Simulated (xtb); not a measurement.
C4H5BO2, SMILES C=C1C=COB1O. All values are semi-empirical tight-binding results from xtb (GFN2-xTB unless named), good for trends rather than for accurate numbers. Geometry: GFN2-xTB. The structure was generated by enumeration, and PubChem lists no compound with its InChIKey, so it may never have been made. One conformer was computed; it need not be the lowest.

```yaml
point_group_as_xtb_finds_it: Cs
orbital_gap: 3.05 eV
dipole_moment: 0.63 D
zero_point_energy: 53.8 kcal/mol
G − E(el) at 298.15 K (modified RRHO): 35.1 kcal/mol
static polarisability (D4 model): 65.2 bohr³
solvation energy, GFN2-xTB/ALPB(water): -4.9 kcal/mol
solvation energy, GFN2-xTB/ALPB(methanol): -7.1 kcal/mol
```

Problem. Give the IR lines (harmonic; lines under 4 % of the strongest left out, lines within 3 cm⁻¹ merged). (The exact figures need the calculation; the answer reports its results.)

Solution. ν (cm⁻¹): 608 (s), 646 (m), 691 (w), 902 (m), 957 (w), 1039 (s), 1081 (s), 1132 (m), 1196 (m), 1269 (w), 1369 (vs), 1407 (m), 1606 (m), 1671 (w), 3078 (w), 3109 (w), 3126 (w), 3154 (w), 3604 (w) (against the strongest line: vs over 80 %, s over 45 %, m over 15 %, w over 4 %, vw less)
